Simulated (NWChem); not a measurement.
System: AlSiH$_{3}$ClF; SMILES [F][Al]([SiH3])[Cl]

The following NWChem deck was run.

```
start job
memory heap 200 mb stack 900 mb global 1100 mb
geometry units angstroms
  Al    -0.099675    -0.112864     0.244529
  Cl     1.842964    -0.651428    -0.037781
  F     -0.758980    -0.724445     1.645584
  Si    -1.517372     1.251044    -1.142007
  H     -2.822273     1.515532    -0.510921
  H     -1.813916     0.643903    -2.453301
  H     -0.933247     2.570414    -1.448674
end
basis spherical
  * library def2-svp
end
dft
  xc pbe0
  iterations 150
end
driver
  maxiter 120
end
task dft optimize
task dft freq
```

Parts of the log:

```
             Northwest Computational Chemistry Package (NWChem) 7.3.0
             --------------------------------------------------------

 C1  symmetry detected

                             Geometry "geometry" -> ""
                             -------------------------

 Output coordinates in angstroms (scale by  1.889725989 to convert to a.u.)

  No.       Tag          Charge          X              Y              Z
 ---- ---------------- ---------- -------------- -------------- --------------
    1 Al                  13.0000    -0.31037745    -0.15214153    -0.00035495
    2 Cl                  17.0000     0.74184775    -1.89467370     0.00002553
    3 F                    9.0000    -1.96017482    -0.37538577     0.00005289
    4 Si                  14.0000     0.49947353     2.11429469     0.00006038
    5 H                    1.0000    -0.59239239     3.09374372     0.13969722
    6 H                    1.0000     1.21976667     2.47947770    -1.23439077
    7 H                    1.0000     1.44506464     2.39241774     1.09755248

 Effective nuclear repulsion energy (a.u.)     242.3515165714

                                Z-matrix (autoz)
                                --------

 Units are Angstrom for bonds and degrees for angles

      Type          Name      I     J     K     L     M      Value
      ----------- --------  ----- ----- ----- ----- ----- ----------
    1 Stretch                  1     2                       2.03558
    2 Stretch                  1     3                       1.66483
    3 Stretch                  1     4                       2.40678
    4 Stretch                  4     5                       1.47343
    5 Stretch                  4     6                       1.47514
    6 Stretch                  4     7                       1.47512
    7 Bend                     1     4     5               112.12607
    8 Bend                     1     4     6               113.40823
    9 Bend                     1     4     7               113.16458
   10 Bend                     2     1     3               113.41937
   11 Bend                     2     1     4               129.21138
   12 Bend                     3     1     4               117.36924
   13 Bend                     5     4     6               106.05642
   14 Bend                     5     4     7               106.21147
   15 Bend                     6     4     7               105.24376
   16 Torsion                  2     1     4     5        -174.11029
   17 Torsion                  2     1     4     6          65.79941
   18 Torsion                  2     1     4     7         -53.99298
   19 Torsion                  3     1     4     5           5.84690
   20 Torsion                  3     1     4     6        -114.24340
   21 Torsion                  3     1     4     7         125.96421

                           NWChem Geometry Optimization
                           ----------------------------

 maximum gradient threshold         (gmax) =   0.000450
 rms gradient threshold             (grms) =   0.000300
 maximum cartesian step threshold   (xmax) =   0.001800
 rms cartesian step threshold       (xrms) =   0.001200
 fixed trust radius                (trust) =   0.300000
 source of zmatrix                         =   autoz

          -------------------
          Energy Minimization
          -------------------

 Using diagonal initial Hessian
 Scaling for Hessian diagonals: bonds = 1.00  angles = 0.25  torsions = 0.10

          --------
          Step   0

                                 NWChem DFT Module
                                 -----------------

 Summary of "ao basis" -> "ao basis" (spherical)
 ------------------------------------------------------------------------------
       Tag                 Description            Shells   Functions and Types
 ---------------- ------------------------------  ------  ---------------------
 Al                         def2-svp                 8       18   4s3p1d
 Cl                         def2-svp                 8       18   4s3p1d
 F                          def2-svp                 6       14   3s2p1d
 Si                         def2-svp                 8       18   4s3p1d
 H                          def2-svp                 3        5   2s1p

[...]

      ----------------------
      Optimization converged
      ----------------------

  Step       Energy      Delta E   Gmax     Grms     Xrms     Xmax
  ---- ---------------- -------- -------- -------- -------- --------
@    8   -1093.03053431 -3.5D-08  0.00003  0.00001  0.00027  0.00075
                                     ok       ok       ok       ok

                                Z-matrix (autoz)
                                --------

 Units are Angstrom for bonds and degrees for angles

      Type          Name      I     J     K     L     M      Value     Gradient
      ----------- --------  ----- ----- ----- ----- ----- ---------- ----------
    1 Stretch                  1     2                       2.09641   -0.00003
    2 Stretch                  1     3                       1.66297   -0.00003
    3 Stretch                  1     4                       2.42988    0.00002
    4 Stretch                  4     5                       1.49378   -0.00003
    5 Stretch                  4     6                       1.49627   -0.00001
    6 Stretch                  4     7                       1.49570   -0.00001
    7 Bend                     1     4     5               111.17204   -0.00000
    8 Bend                     1     4     6               109.47331   -0.00001
    9 Bend                     1     4     7               109.74133   -0.00001
   10 Bend                     2     1     3               115.83076    0.00001
   11 Bend                     2     1     4               122.68445    0.00001
   12 Bend                     3     1     4               121.48407   -0.00001
   13 Bend                     5     4     6               108.99638    0.00001
   14 Bend                     5     4     7               109.18974    0.00001
   15 Bend                     6     4     7               108.21164    0.00001
   16 Torsion                  2     1     4     5        -174.41355    0.00000
   17 Torsion                  2     1     4     6          65.10882    0.00000
   18 Torsion                  2     1     4     7         -53.51666    0.00000
   19 Torsion                  3     1     4     5           5.90808    0.00000
   20 Torsion                  3     1     4     6        -114.56955    0.00000
   21 Torsion                  3     1     4     7         126.80497    0.00000

                         Geometry "geometry" -> "geometry"
                         ---------------------------------

 Output coordinates in angstroms (scale by  1.889725989 to convert to a.u.)

[...]

 Rotational Constants
 --------------------
 A=   0.139800 cm-1  (  0.201136 K)
 B=   0.062143 cm-1  (  0.089408 K)
 C=   0.043680 cm-1  (  0.062844 K)

 Temperature                      =   298.15K
 frequency scaling parameter      =   1.0000

 Zero-Point correction to Energy  =   18.053 kcal/mol  (  0.028769 au)
 Thermal correction to Energy     =   22.372 kcal/mol  (  0.035651 au)
 Thermal correction to Enthalpy   =   22.964 kcal/mol  (  0.036595 au)

 Total Entropy                    =   86.688 cal/mol-K
   - Translational                =   40.037 cal/mol-K (mol. weight = 111.9492)
   - Rotational                   =   27.831 cal/mol-K (symmetry #  =        1)
   - Vibrational                  =   18.820 cal/mol-K

 Cv (constant volume heat capacity) =   20.935 cal/mol-K
   - Translational                  =    2.979 cal/mol-K
   - Rotational                     =    2.979 cal/mol-K
   - Vibrational                    =   14.976 cal/mol-K

[normal modes left out]

 ----------------------------------------------------------------------------
 Normal Eigenvalue ||           Projected Infra Red Intensities
  Mode   [cm**-1]  || [atomic units] [(debye/angs)**2] [(KM/mol)] [arbitrary]
 ------ ---------- || -------------- ----------------- ---------- -----------
    1        0.000 ||    0.000020           0.000         0.019       0.005
    2        0.000 ||    0.000106           0.002         0.104       0.028
    3        0.000 ||    0.000172           0.004         0.167       0.046
    4        0.000 ||    0.000133           0.003         0.130       0.035
    5        0.000 ||    0.000425           0.010         0.414       0.113
    6        0.000 ||    0.000040           0.001         0.039       0.011
    7       15.167 ||    0.000149           0.003         0.145       0.040
    8      100.223 ||    0.003047           0.070         2.970       0.811
    9      182.931 ||    0.037437           0.864        36.496       9.970
   10      193.316 ||    0.027953           0.645        27.250       7.444
   11      354.729 ||    0.001717           0.040         1.674       0.457
   12      463.313 ||    0.000111           0.003         0.109       0.030
   13      470.477 ||    0.011385           0.263        11.098       3.032
   14      578.267 ||    0.163726           3.777       159.609      43.602
   15      848.205 ||    0.208166           4.803       202.930      55.436
   16      878.973 ||    0.061961           1.430        60.403      16.501
   17      927.114 ||    0.054321           1.253        52.954      14.466
   18      928.644 ||    0.038589           0.890        37.618      10.276
   19     2220.542 ||    0.041098           0.948        40.065      10.945
   20     2230.680 ||    0.065767           1.517        64.113      17.514
   21     2241.433 ||    0.072238           1.667        70.421      19.238
 ----------------------------------------------------------------------------
```

Level: PBE0/def2-SVP.
